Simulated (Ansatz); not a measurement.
A nudged elastic band was laid between two geometries of C2H3BClN (8 atoms, charge 0, multiplicity 1).

Theory: RKS LDA/def2-SVP in Ansatz 0.2.0.

```
movable images  : 7
climbing image  : yes
spring          : 5.0 eV/Å²
optimiser       : quadratic models (default)
start path      : IDPP
force threshold : 0.03 eV/Å
iteration limit : 6
end points      : relaxed
```

Initial state:

```xyz
8
Properties=species:S:1:pos:R:3
C -0.487 -0.647 0.662
B 0.584 0.072 -0.181
Cl 2.277 -0.327 -0.095
C 0.206 1.200 -1.151
N -0.104 2.055 -1.884
H -0.087 -1.458 1.301
H -1.014 0.101 1.299
H -1.282 -1.053 -0.005
```

Final state:

```xyz
8
Properties=species:S:1:pos:R:3
C -0.580 -0.724 0.485
B 0.465 -0.022 -0.404
Cl 1.564 -0.895 -1.435
C 0.586 1.508 -0.432
N 0.663 2.674 -0.443
H -0.466 -0.389 1.542
H -1.599 -0.380 0.192
H -0.540 -1.830 0.438
```

Problem. Which bonds break or form, and what moves?

Solution. No bond is made or broken. The dihedral H6–C1–B2–Cl3 goes from -2 to 126°. The two ends are copies of one structure, up to a mirror image or an exchange of like atoms.

Problem. What energy profile does the band end with?

Solution. It converged. The highest image is number 4 of 0 to 8, 0.020 eV above the ends, which have the same energy within 2 meV. Another band between the same ends (7 images) ends at a top of the same energy, where a vibrational analysis finds 1 clearly imaginary mode.

```
image  path coordinate (Å)  energy (eV)  dihedral H6–C1–B2–Cl3 (°)
    0                 0.00        0.000                         -2
    1                 0.41        0.001                         12
    2                 0.81        0.007                         26
    3                 1.22        0.015                         41
    4                 1.63        0.020                         57
    5                 2.04        0.015                         73
    6                 2.46        0.007                         90
    7                 2.88        0.001                        108
    8                 3.29        0.000                        126
```

Problem. What is the geometry of the highest image?

Solution. 
```xyz
8
Properties=species:S:1:pos:R:3:forces:R:3
C -0.576 -0.665 0.555 0.01 0.00 0.00
B 0.499 0.010 -0.322 0.01 -0.01 0.00
Cl 1.862 -0.889 -0.935 -0.01 0.00 0.00
C 0.442 1.493 -0.707 -0.01 0.00 0.00
N 0.369 2.626 -0.983 0.01 0.00 0.00
H -0.095 -1.124 1.449 0.00 0.00 0.00
H -1.386 0.014 0.887 0.00 0.00 0.00
H -1.023 -1.522 0.001 0.00 0.00 0.00
```

The run took 110 s on 1 thread of AMD EPYC 7R43 64-Core Processor (Zen 3), with other jobs on the host, peak memory 0.26 GiB.
